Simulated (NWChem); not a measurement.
Si2N2H8; SMILES [SiH3][SiH](N)N

```xyz
12

N      1.5009     1.0728    -0.2763
Si    -0.0117     0.5320     0.3999
N     -1.2651     1.5178    -0.3078
Si    -0.0974    -1.7812    -0.0912
H      1.7732     2.0528    -0.1545
H      2.3177     0.4593    -0.2298
H     -0.2378     0.7112     1.8877
H     -2.1396     1.6367     0.2089
H     -1.4434     1.4521    -1.3134
H      1.1256    -2.5325     0.3802
H     -1.2988    -2.4145     0.5655
H     -0.2211    -2.0101    -1.5778
```
Atoms are numbered in this order, from 1.

Computed with NWChem. Pople sets run with spherical d functions. Structure relaxed at the PBE-D3(BJ)/def2-SVP level. Vertical excitations in the gas phase; the lowest state need not have the same character in each row.

Among these, which level gives the lowest value of “lowest excitation, singlet (eV)”?
(A) CAM-B3LYP/6-31G*, TDA
(B) PBE/6-31G*, TDA
(C) LRC-wPBEh/6-31G*, TDA
(D) B3LYP/6-31G*, TDA

B, PBE/6-31G*, TDA. Values: PBE/6-31G*, TDA 5.51; B3LYP/6-31G*, TDA 6.03; LRC-wPBEh/6-31G*, TDA 6.34; CAM-B3LYP/6-31G*, TDA 6.37
